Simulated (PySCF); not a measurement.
**Excitation energy of Ge⁺ by level of theory**

Ge⁺ [Ar] 3d10 4s2 4p1 (2P) → Ge⁺ [Ar] 3d10 4s2 4d1 (2D), as a difference of total energies. Calculation: PySCF 2.14, in aug-cc-pVDZ-DK (6s5p3d, 36 functions); the spin-free X2C one-electron Hamiltonian (Gaussian nucleus). Correlated levels: valence: [Ar] 3d10 frozen. The calculations carry no spin-orbit coupling.

Q: Order these methods by the excitation energy they give, lowest first.
A. MP2 (valence)
B. TPSSh
C. PBE
D. SCS-MP2 (valence)

A: C (8.664 eV), B (8.889 eV), D (9.159 eV), A (9.186 eV).

Errors of the correlated levels include the incompleteness of this basis and the frozen core.

For comparison: 9.889 eV (measured; NIST levels, between the centres of gravity of the two terms).
